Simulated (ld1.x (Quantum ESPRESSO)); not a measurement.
**Reading a pseudo-wave (Ta (Z = 73))**

Columns: radius, all-electron u(r) and pseudo u(r) of the 6s shell (level -5.89 eV) of tantalum in the configuration [Kr] 4d10 4f14 5s2 5p6 5d3 6s1.75 6p0.25; LDA (PZ), scalar-relativistic, PAW scheme, ld1.x (Quantum ESPRESSO) 7.5.

| r (bohr) | all-electron | pseudo |
| --- | --- | --- |
| 0.108 | 0.0630 | 0.1382 |
| 0.215 | 0.0348 | 0.2630 |
| 0.322 | -0.1673 | 0.3652 |
| 0.430 | -0.1425 | 0.4375 |
| 0.538 | 0.0142 | 0.4748 |
| 0.645 | 0.1688 | 0.4769 |
| 0.752 | 0.2661 | 0.4472 |
| 0.860 | 0.2973 | 0.3904 |
| 0.968 | 0.2728 | 0.3135 |
| 1.075 | 0.2104 | 0.2240 |
| 1.182 | 0.1252 | 0.1274 |
| 1.290 | 0.0283 | 0.0274 |
| 1.398 | -0.0707 | -0.0714 |
| 1.505 | -0.1653 | -0.1654 |
| 1.612 | -0.2526 | -0.2526 |
| 1.720 | -0.3314 | -0.3314 |
| 1.828 | -0.4000 | -0.4000 |
| 1.935 | -0.4578 | -0.4578 |
| 2.042 | -0.5057 | -0.5057 |
| 2.150 | -0.5447 | -0.5447 |
| 2.258 | -0.5752 | -0.5752 |
| 2.365 | -0.5976 | -0.5976 |
| 2.472 | -0.6133 | -0.6133 |
| 2.580 | -0.6231 | -0.6231 |
| 2.688 | -0.6275 | -0.6275 |
| 2.795 | -0.6273 | -0.6273 |

(1) How many radial nodes do the two functions have?

(2) At about which radius was the pseudo-wave matched?

(3) Is the pseudo-wave norm-conserving?

## Answers

(1) The all-electron 6s function has n − l − 1 = 5 (the table is too coarse to show those close to the nucleus); the pseudo-wave has 1, since 1 lower shell of the same l stays in the valence.

(2) 1.60 bohr, where the columns begin to agree (steps of 0.11 bohr).

(3) No, it belongs to a PAW set: the norm inside the radius is not constrained, and the difference is carried by the augmentation charge.
